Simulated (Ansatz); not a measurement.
Consider the redistribution: `CO[SiH](N)O` + `C[S][Al]([CH3])[Cl]` → `CO[Si](C)(N)O` + `[CH3][Al]([SH])[Cl]`.

Program: Ansatz. Geometries: PBE0-D4/def2-TZVP. ΔE: electronic, gas phase. CCSD(T)/CBS adds triple-zeta CCSD(T) − MP2 to the extrapolated MP2 energy (def2 sets, frozen cores). Functionals use def2-TZVPP. Each species was taken in one conformer, which may not be the lowest.

`CO[SiH](N)O`:

Z-matrix (Å, degrees):
```
C
O 1 1.409
H 1 1.096 2 111.5
H 1 1.094 2 111.3 3 121.4
H 1 1.092 2 108.2 3 -119.0
Si 2 1.633 1 124.0 3 -61.2
O 6 1.643 2 104.9 1 -50.7
N 6 1.701 2 112.4 1 -171.5
H 6 1.486 2 110.4 1 69.5
H 7 0.958 6 116.5 2 -174.4
H 8 1.008 6 120.7 2 55.7
H 8 1.007 6 119.3 2 -88.7
```

`C[S][Al]([CH3])[Cl]`:

Cartesian coordinates in Å:
```
C 1.828 -1.706 0.024
S 0.817 -0.671 -1.083
Al -0.493 0.439 0.237
C -1.786 1.704 -0.450
Cl -0.325 0.101 2.310
H 2.874 -1.434 -0.109
H 1.549 -1.571 1.067
H 1.687 -2.748 -0.258
H -1.601 2.703 -0.045
H -2.799 1.419 -0.154
H -1.750 1.764 -1.540
```

`CO[Si](C)(N)O`:

```xyz
15

C    -1.111    0.177   -1.784
O    -0.588    0.967   -0.745
Si    0.125    0.345    0.603
C     1.687   -0.570    0.191
N    -0.916   -0.744    1.399
O     0.415    1.680    1.516
H    -1.751    0.804   -2.408
H    -0.313   -0.233   -2.414
H    -1.709   -0.654   -1.394
H     2.208   -0.891    1.097
H     1.487   -1.456   -0.418
H     2.367    0.076   -0.370
H    -0.557   -1.590    1.807
H    -1.740   -0.423    1.881
H     0.394    2.512    1.040
```

`[CH3][Al]([SH])[Cl]`:

Cartesian coordinates in Å:
```
C -0.388 0.047 1.343
Al 0.258 -0.187 -0.464
S -0.292 1.172 -2.073
Cl 1.532 -1.784 -0.958
H 0.448 0.157 2.039
H -1.029 0.926 1.435
H -0.958 -0.829 1.664
H 0.430 0.500 -2.986
```

```
              species  PBE-D4 energy (Eh)
        `CO[SiH](N)O`          -536.82288
`C[S][Al]([CH3])[Cl]`         -1180.23330
      `CO[Si](C)(N)O`          -576.11595
`[CH3][Al]([SH])[Cl]`         -1140.96530
```

**Question.** Work out ΔE.

**Answer.** ΔE = (-576.11595) + (-1140.96530) − (-536.82288) − (-1180.23330) = -0.02507 Eh = -65.8 kJ/mol. CCSD(T)/CBS gives -68.2 kJ/mol.

Largest T1 diagnostic among the species: 0.011.

From PBE to PBE0 (25 % exact exchange), in def2-TZVPP and without D4, ΔE moves by −3.3 kJ/mol. In def2-TZVPP, CCSD(T) changes the Hartree–Fock value by −5.0 kJ/mol (the triples alone add +0.9 kJ/mol) and MP2 by −4.4 kJ/mol.
